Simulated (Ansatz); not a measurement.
Worked example: the enthalpy of C2Cl2F4 + CH3F → C2ClF5 + CH3Cl

Species: C2Cl2F4 `FC(F)(Cl)C(F)(F)Cl`, singlet; CH3F (fluoromethane) `CF`, singlet; C2ClF5 `FC(F)(F)C(F)(F)Cl`, singlet; CH3Cl (chloromethane) `CCl`, singlet. The partners trade Cl for F; both sit on C, so the bond types are kept.

Shapes, held fixed at every level: PBE0-D4/def2-TZVP. Flexible molecules stand in one conformer, not always the lowest. Programs: Ansatz 0.2.0. The zero-point and thermal terms to 298 K, harmonic and unscaled (PBE0-D4/def2-TZVP), stand in the table.

At MP2/def2-TZVPP; 1 Eh = 2625.50 kJ/mol:

```
species   energy (Eh)  H(298 K) − E (kJ/mol)  tabulated ΔfH (kJ/mol)
C2Cl2F4  -1394.385596                   90.0                  -937.0
   CH3F   -139.534334                  113.4                  -236.6
 C2ClF5  -1034.427919                   94.1                 -1118.8
  CH3Cl   -499.514013                  109.7                   -82.6
```

Question: Work out the reaction enthalpy at 298 K from the calculation and from the table of heats.

Answer: 
1. Electronic: (-1034.427919) + (-499.514013) − [(-1394.385596) + (-139.534334)] = -0.022002 Eh = -57.8 kJ/mol.
2. Zero-point and thermal: (94.1) + (109.7) − [(90.0) + (113.4)] = +0.4 kJ/mol.
3. Computed ΔH = -57.4 kJ/mol.
4. From the heats of formation (Active Thermochemical Tables, CRC Handbook of Chemistry and Physics): (-1118.8) + (-82.6) − [(-937.0) + (-236.6)] = -27.8 kJ/mol.
5. Computed less tabulated: -29.6 kJ/mol. Tabulated heats carry uncertainties of their own. The tabulated value of C2Cl2F4 is in doubt (older tables, estimates, or at odds with other calculations) and kept here.
